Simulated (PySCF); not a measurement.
Constitutional and geometric isomers with formula H2F2Si2. Gas-phase values, no solvent. Strings in code marks are SMILES.

The LUMO from two functionals at the same geometries (ωB97X-D3(BJ)/def2-TZVP), both in PySCF: PBE-D3(BJ)/def2-TZVP and ωB97X-D3(BJ)/def2-TZVP. 

```
species            PBE-D3(BJ)/def2-TZVP (eV)  ωB97X-D3(BJ)/def2-TZVP (eV)
-----------------  -------------------------  ---------------------------
`F/[SiH]=[SiH]/F`                      -3.15                        -0.64
`F/[SiH]=[SiH]\F`                      -3.18                        -0.64
`F[Si](F)=[SiH2]`                      -3.02                        -0.42
```

Over these rows, drawn at random from the members with no instability flagged (it was tested for open shells, ions and some series alone), PBE minus ωB97X-D3(BJ): mean -2.55 eV, from -2.60 eV to -2.51 eV.
